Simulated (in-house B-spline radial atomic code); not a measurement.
## Response and correlation of W6+

Closed shell [Xe] 4f14. Computed with an all-electron radial atomic-structure program (B-spline basis): Dirac-Hartree-Fock, relativistic RPA (time-dependent Dirac-Hartree-Fock) for the response and second-order many-body perturbation theory for correlation, no-pair Dirac-Coulomb Hamiltonian, finite nucleus.

Command:
```bash
python run_mb.py task.json out
```
Settings (nuclear radius in fm, box in bohr, cutoff in hartree):
```
basis_form          2
Z                   74
core_configuration  [Xe] 4f14
rms_radius          5.3658
mass_number         184
speed_of_light      137.036
box_radius          9.487
lmax                7
intervals           61
virtual_cutoff      136900.0
```

Run time, properties included: 19 s on 1 thread of Arm Neoverse V2, on a shared host.

| multipole (bohr³, bohr⁵, bohr⁷) | uncoupled | coupled RPA |
| --- | --- | --- |
| dipole | 2.4973 | ? |
| quadrupole | 2.3141 | 2.5894 |
| octupole | 7.3463 | 9.0598 |

Q: What is the coupled dipole polarisability?

A: 2.0456 atomic units, -18 % against the uncoupled value.

Q: Which subshells carry the dipole polarisability?

A: 5p3/2 63.5 %, 5p1/2 20.5 %, 4f7/2 9.1 %.

Q: What does the dipole shielding factor come to?

A: The dipole shielding factor is 0.919, against the exact N/Z = 68/74 = 0.919 of the non-relativistic theorem.

Dipole polarisability at imaginary frequency:

```json
{"u (Eh)": "0", "α(iu) (bohr³)": "2.046"}
{"u (Eh)": "0.37", "α(iu) (bohr³)": "1.988"}
{"u (Eh)": "0.926", "α(iu) (bohr³)": "1.737"}
{"u (Eh)": "1.85", "α(iu) (bohr³)": "1.235"}
{"u (Eh)": "2.78", "α(iu) (bohr³)": "0.8695"}
{"u (Eh)": "3.7", "α(iu) (bohr³)": "0.6426"}
{"u (Eh)": "5.56", "α(iu) (bohr³)": "0.397"}
{"u (Eh)": "7.41", "α(iu) (bohr³)": "0.276"}
{"u (Eh)": "9.26", "α(iu) (bohr³)": "0.2059"}
{"u (Eh)": "13", "α(iu) (bohr³)": "0.1291"}
{"u (Eh)": "18.5", "α(iu) (bohr³)": "0.07726"}
{"u (Eh)": "27.8", "α(iu) (bohr³)": "0.04119"}
{"u (Eh)": "37", "α(iu) (bohr³)": "0.02595"}
{"u (Eh)": "55.6", "α(iu) (bohr³)": "0.01313"}
{"u (Eh)": "92.6", "α(iu) (bohr³)": "0.005444"}
{"u (Eh)": "185", "α(iu) (bohr³)": "0.001569"}
```

Q: What dispersion coefficients follow for two such ions (the dispersion part alone)?

A: C6 = (3/π)∫α(iu)²du = 7.685 hartree·bohr⁶ and C8 = 55.79 hartree·bohr⁸.

Lowest J = 1 odd-parity excitations:

```
energy (eV)  oscillator strength  leading channel  weight
     39.047              0.00311     5p3/2 → d3/2   0.737
     42.263             0.000351     4f7/2 → d5/2   0.639
     43.608               0.0939     4f5/2 → d3/2   0.635
     44.739              0.00111     4f5/2 → d5/2    0.86
     47.647                 1.18     5p3/2 → d5/2   0.367
     55.399                0.351     5p3/2 → s1/2   0.985
     57.423                  5.1     5p1/2 → d3/2   0.756
     66.129                0.207     5p1/2 → s1/2   0.994
```

Second-order correlation energy by the highest angular momentum of the excited pair (hartree): s -0.03029, p -0.2626, d -0.8968, f -1.613, g -1.246, h -0.4346, i -0.2003, k -0.09914.

Q: What is the second-order correlation energy at the partial-wave limit?

A: The listed waves sum to -4.7825 hartree; extrapolating the increments as (l + 1/2)⁻⁴ gives -4.9851 hartree, -1.99 eV per electron.
